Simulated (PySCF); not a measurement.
Ge(Br)(OH) (BrGeHO), SMILES [Ge]([Br])[OH] (connectivity only; charge and spin as stated), neutral, multiplicity 1.

Coordinates come from a B3LYP-D3(BJ)/def2-TZVP optimisation. One conformer was computed; it need not be the lowest.

Computed with TDDFT-CAM-B3LYP/def2-SVPD (PySCF 2.14.0).

Vertical excitations. The molecule is in vacuum. State labels are in the subgroup Cs.

| state | symmetry | energy (eV) | λ (nm) | f | main pairs |
|---|---|---|---|---|---|
| S1 | A" | 4.01 | 309 | 0.024 | HOMO→LUMO 99 % |
| S2 | A" | 4.71 | 263 | 0.003 | HOMO−1→LUMO 99 % |
| S3 | A' | 5.08 | 244 | 0.012 | HOMO−2→LUMO 90 % |
| S4 | A' | 6.25 | 198 | 0.231 | HOMO→LUMO+1 74 % |
| S5 | A' | 6.52 | 190 | 0.017 | HOMO→LUMO+2 35 %, HOMO−1→LUMO+1 30 %, HOMO−3→LUMO 28 % |
| S6 | A" | 6.59 | 188 | 0.006 | HOMO−2→LUMO+1 78 %, HOMO−2→LUMO+2 13 % |
| S7 | A" | 6.69 | 185 | 0.005 | HOMO−4→LUMO 93 % |
| S8 | A' | 6.72 | 184 | 0.228 | HOMO−1→LUMO+1 52 %, HOMO→LUMO+2 17 %, HOMO−3→LUMO 10 % |
| S9 | A' | 7.08 | 175 | 0.141 | HOMO−3→LUMO 52 %, HOMO→LUMO+2 38 % |
| S10 | A" | 7.45 | 166 | 0.000 | HOMO−2→LUMO+2 74 % |
| T1 | A" | 2.91 | 426 | 0 | HOMO→LUMO 91 % |
| T2 | A' | 4.46 | 278 | 0 | HOMO−2→LUMO 98 % |
| T3 | A" | 4.55 | 272 | 0 | HOMO−1→LUMO 92 % |
| T4 | A' | 4.98 | 249 | 0 | HOMO→LUMO+1 84 % |
Triplets are in the Tamm–Dancoff approximation, which puts them higher than full response would, so one can lie above its singlet here.
